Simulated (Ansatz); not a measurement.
FGeH3 (SMILES [F][GeH3]) moved off its minimum; all values from Ansatz (a quantum-chemistry and plane-wave program), cores frozen in correlated methods.
(charge 0, multiplicity 1)
```xyz
5

Ge    -0.2439     0.1285    -0.1082
F      1.3386    -0.5597     0.2143
H     -0.9146    -0.8060    -1.1526
H     -0.0125     1.6130    -0.5285
H     -1.0848     0.0774     1.3165
```

```csv
level,largest force (eV/Å),on atom,rms difference from CCSD(T)/aug-cc-pVTZ (eV/Å),dipole (D)
HF/def2-TZVPP,1.81,H5,0.305,2.37
PBE/def2-TZVPP,1.55,Ge1,0.171,1.97
r2SCAN/def2-TZVPP,1.61,H5,0.068,2.05
B3LYP/def2-TZVPP,1.55,H5,0.083,2.12
wB97M-V/def2-TZVPP,1.71,H5,0.103,2.13
MP2/aug-cc-pVTZ,1.68,H5,0.074,2.16
CCSD(T)/aug-cc-pVTZ,1.53,H5,0.000,2.17
```

The differences count from one level among others, with limits of its own. Forces at CCSD(T)/aug-cc-pVTZ (eV/Å):

```json
[
 {"atom": "Ge1", "Fx": "-0.651", "Fy": "-0.035", "Fz": "1.337"},
 {"atom": "F2", "Fx": "-0.254", "Fy": "0.138", "Fz": "-0.068"},
 {"atom": "H3", "Fx": "0.154", "Fy": "0.275", "Fz": "0.077"},
 {"atom": "H4", "Fx": "-0.053", "Fy": "-0.410", "Fz": "-0.044"},
 {"atom": "H5", "Fx": "0.804", "Fy": "0.032", "Fz": "-1.301"}
]
```
